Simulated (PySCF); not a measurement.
# Spinor energies of S²⁺ (sulfur, charge +2)

Start: [Ne] 3s2 3p2; 3p3/2 filled at m_j = +1/2, +3/2. Calculated with PySCF 2.14 in x2c-TZVPall-2c (5s6p2d1f, 40 functions): generalised Hartree-Fock with the X2C-1e Hamiltonian and a Gaussian nucleus; one run each with spin-orbit coupling (SO) switched off, then screened by Boettger's factors. This is a chosen level, not necessarily the ground level.

| spinor shell | electrons | ε, spin-free (eV) | ε, screened SO (eV) | weight of nominal j (screened SO) | rms radius, screened SO (bohr) |
| --- | --- | --- | --- | --- | --- |
| 1s1/2 | 2 | -2537.8 | -2537.8 | 1.000 | 0.112 |
| 2s1/2 | 2 | -272.10 | -272.11 | 1.000 | 0.515 |
| 2p1/2 | 2 | -207.45 | -208.40 | 0.878 | 0.489 |
| 3s1/2 | 2 | -45.268 | -45.273 | 0.999 | 1.71 |
| 3p3/2 | 2 | -34.596 | -34.580 | 0.814 | 1.90 |

Q: Where does 2p3/2 lie, and what is the 2p spin-orbit splitting (screened SO)?

A: At -207.00 eV, 1.404 eV above 2p1/2.

```csv
quantity,spin-free,screened SO
E (hartree),-397.40679,-397.40616
M_J,2,2
⟨J²⟩,6.011,6.010
⟨L²⟩,2.008,2.015
⟨S²⟩,2.003,2.000
```

Each row is a mean over spinors that exchange with the open shell spreads, by up to 6.618 eV (3s1/2).

Rows whose weight is well below 1 are mixtures of j = l ± 1/2: exchange outweighs spin-orbit coupling there, and the label is only the starting occupation.

Without spin-orbit coupling the j labels of p, d and f shells carry no meaning; the spin-free column gives the mean over the occupied spinors of each nl shell.
